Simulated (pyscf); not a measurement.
`[CH3][CH-][OH]` → `[CH3][CH2][O-]`, a hydrogen shift (singlet surface; H–O broken, C–H formed). Optimised with ωB97X-D3(BJ)/def2-SVPD in PySCF. Correlated levels are frozen-core, on RHF or UHF. ΔMP2 is the change of the MP2 total energy from the triple- to the quadruple-zeta basis. Energies in kJ/mol from the reactant's lowest minimum found.

Small-basis levels: PySCF, no dispersion term, spherical d functions. AM1 to PM7: differences of heats of formation from MOPAC, which are fitted to 298 K values and so differ in kind from electronic energies by zero-point and thermal terms. Cost: rough CPU time at the saddle relative to B3LYP/6-31G*, from one job on a shared machine.

| level | barrier | reaction energy | cost |
|---|---|---|---|
| HF/STO-3G | 277.7 | -35.6 | 0.04 |
| HF/6-31G* | 144.5 | -177.9 | 0.08 |
| MP2/6-31G* | 77.7 | -189.4 | 0.1 |
| BP86/6-31G* | 59.6 | -189.7 | 2 |
| B3LYP/STO-3G | 154.2 | -84.2 | 0.6 |
| B3LYP/3-21G | 86.3 | -157.4 | 0.8 |
| B3LYP/LANL2DZ | 82.3 | -166.8 | 0.9 |
| M06-2X/6-31G* | 89.6 | -176.5 | 3 |
| PBE/def2-SVP | 65.5 | -166.5 | 2 |
| PM3 | 147.8 | -115.5 | under 0.02 |
| PM6 | 121.4 | -122.2 | under 0.02 |
| PM7 | 107.6 | -126.4 | under 0.02 |
| CCSD(T)/def2-TZVPPD + ΔMP2(QZVPPD) | 97.8 | -146.4 | – |

Against the last row the barrier runs from -38.3 (BP86/6-31G*) to +179.9 kJ/mol (HF/STO-3G); M06-2X/6-31G* happens to lie closest here (8.2 kJ/mol apart). CCSD(T)/def2-TZVPPD + ΔMP2(QZVPPD) has limits of its own. One saddle was located; it need not be the lowest between these sides. The CCSD(T) − MP2 part came from Ansatz, without density fitting, on the same reference.
